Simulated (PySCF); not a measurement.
## Magnetic susceptibility: `[H][P@TB4](C)(C=C)(C=C)C=C`, C7H13P

Geometry:
| atom | x (Å) | y (Å) | z (Å) |
| --- | --- | --- | --- |
| C1 | -1.701 | -1.498 | 1.504 |
| C2 | -0.776 | -0.576 | 1.302 |
| P3 | 0.009 | -0.382 | -0.338 |
| C4 | -0.955 | -0.082 | -1.876 |
| C5 | 0.294 | 1.487 | -0.091 |
| C6 | -0.500 | 2.342 | 0.532 |
| C7 | 1.767 | -0.762 | -0.537 |
| C8 | 2.678 | -0.333 | 0.322 |
| H9 | -2.199 | -1.635 | 2.451 |
| H10 | -1.988 | -2.164 | 0.703 |
| H11 | -0.463 | 0.108 | 2.080 |
| H12 | -0.233 | -1.850 | -0.579 |
| H13 | -0.909 | 0.949 | -2.222 |
| H14 | -0.587 | -0.769 | -2.638 |
| H15 | -1.988 | -0.346 | -1.643 |
| H16 | 1.125 | 1.889 | -0.670 |
| H17 | -1.361 | 2.016 | 1.097 |
| H18 | -0.333 | 3.410 | 0.516 |
| H19 | 1.982 | -1.516 | -1.286 |
| H20 | 2.423 | 0.389 | 1.082 |
| H21 | 3.705 | -0.662 | 0.293 |

Computed with PySCF 2.14.0, GIAO CAM-B3LYP/pcSseg-1 magnetisability, rotational g tensor and spin-rotation constants, non-relativistic, gas phase. Geometry: GFN2-xTB.

Q: How diamagnetic is it, and how anisotropic?

A: Isotropic -1243 × 10⁻³⁰ J/T², or -74.9 × 10⁻⁶ cm³/mol; principal values -1479, -1181, -1069 × 10⁻³⁰ J/T², anisotropy 366 × 10⁻³⁰ J/T² (root of half the summed squared differences of the principal values). The susceptibility is in cgs units.

Q: Split it along the inertial axes a, b, c into diamagnetic and paramagnetic parts about the centre of mass, with the quadrupole moment.

A: 
| axis | χ (10⁻⁶ cm³/mol) | diamagnetic (10⁻⁶ cm³/mol) | paramagnetic (10⁻⁶ cm³/mol) | summed x² of all electrons (Å²) | quadrupole Θ (D Å) |
| --- | --- | --- | --- | --- | --- |
| a | -66.2 | -866.1 | 799.9 | 147.2 | +5.34 |
| b | -85.1 | -999.6 | 914.6 | 115.7 | -6.20 |
| c | -73.3 | -1115.4 | 1042.1 | 88.4 | +0.86 |

Anisotropies 2χaa − χbb − χcc = +26.0 and 2χbb − χaa − χcc = -30.6 × 10⁻⁶ cm³/mol. Θ is traceless in Buckingham's convention.

Q: And the rotational g tensor?

A: 
```csv
axis,rotational constant (GHz),g,nuclear part,electronic part
a,1.7190,-0.0328,0.6131,-0.6459
b,1.4360,-0.0101,0.6069,-0.6170
c,1.2562,-0.0182,0.5968,-0.6150
```
Asymmetric top; isotopes 12C, 1H, 31P; no vibrational averaging.
